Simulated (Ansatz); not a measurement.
## Worked example: ideal-gas entropy of BCl2F (SMILES FB(Cl)Cl)

A singlet with charge 0, relaxed at PBE0-D4/def2-TZVP (Ansatz 0.2.0):

```xyz
4

F     0.1144   -1.1653   -0.7812
B     0.0079   -0.0806   -0.0540
Cl   -1.5495    0.3738    0.5714
Cl    1.4273    0.8721    0.2638
```

Harmonic wavenumbers in cm⁻¹: 265, 365, 526, 565, 1009, 1347.

Masses in u: F 18.998, B 10.81, Cl 35.45. Take T = 298.15 K, p = 1 bar, R = 8.3145 J/(mol K), kT/hc = 207.22 cm⁻¹, rigid rotor and harmonic oscillator.

**Question.** Work out S° at 298 K.

**Answer.** 
1. Translation (Sackur–Tetrode): S = R[3/2 ln M + 5/2 ln T − 1.1517] with M = 100.708 gives 166.4 J/(mol K).
2. Rotation: principal moments 71.401, 163.145, 234.546 u Å² give A, B, C = 0.2361, 0.1033, 0.0719 cm⁻¹; the symmetry number is σ = 2; q = (√π/σ)√((kT/hc)³/ABC) = 63129; S = R(ln q + 3/2) = 104.4.
3. Vibration: with u = ν̃/207.22, each mode gives R[u/(eᵘ − 1) − ln(1 − e⁻ᵘ)]; the sum is 16.5, most from 265 cm⁻¹ (6.8), 365 cm⁻¹ (4.6), 526 cm⁻¹ (2.5).
4. Electronic: R ln 1 = 0.0, from the spin multiplicity alone.
5. Sum: 166.4 + 104.4 + 16.5 + 0.0 = 287.3 J/(mol K).

No measured value is set beside it here.
